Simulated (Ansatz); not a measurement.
`Cl[Si](Cl)(Cl)[TeH]` + `C[SiH](N)S` → `C[SiH](N)[TeH]` + `S[Si](Cl)(Cl)Cl`  (redistribution)

Computed with Ansatz on PBE0-D4/def2-TZVP structures; ΔE is electronic, products minus reactants. CBS: MP2 limit from def2 TZ/QZ plus the TZ coupled-cluster correction, frozen cores. DFT in def2-TZVPP. Elements past krypton have def2 core potentials. For Te outer-core shells are correlated without core-valence functions, which leaves a few kJ/mol of doubt a bond. One conformer a species, not always the lowest.

```json
{"level": "B2PLYP", "ΔE (kJ/mol)": "-0.6"}
{"level": "PBE", "ΔE (kJ/mol)": "0.1"}
```

Q: What does CCSD(T)/CBS give? (Best estimate.)

A: Computed: 0.0 kJ/mol. The listed levels differ from it by -0.6, 0.1 kJ/mol.

Largest T1 diagnostic among the species: 0.010.
